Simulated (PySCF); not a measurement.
SiI4, SMILES I[Si](I)(I)I.

Coordinates come from a r2SCAN-D4/def2-SVP optimisation. The isomer is the one that the SMILES or the coordinates give; other isomers of the formula were not compared. The def2 effective core potentials stand for the cores of I; spin–orbit coupling is left out.

These are r2SCAN-D4/def2-SVP in PySCF values and carry that method's errors.

Frequencies are harmonic and unscaled.

Modes within 1.5 cm⁻¹ of each other (mostly degenerate sets) share a row, with their intensities summed.

Question: List the normal modes with their intensities. (The exact figures need the calculation; the answer reports its results.)

Answer: 
```csv
mode,ν (cm⁻¹),IR (km/mol),moving atoms (share of kinetic energy)
1–2,59,0.0,I 100 %
3–5,93,0.7,I 94 %
6,168,0.0,I 100 %
7–9,404,354.9,"Si 89 %, I 11 %"
```
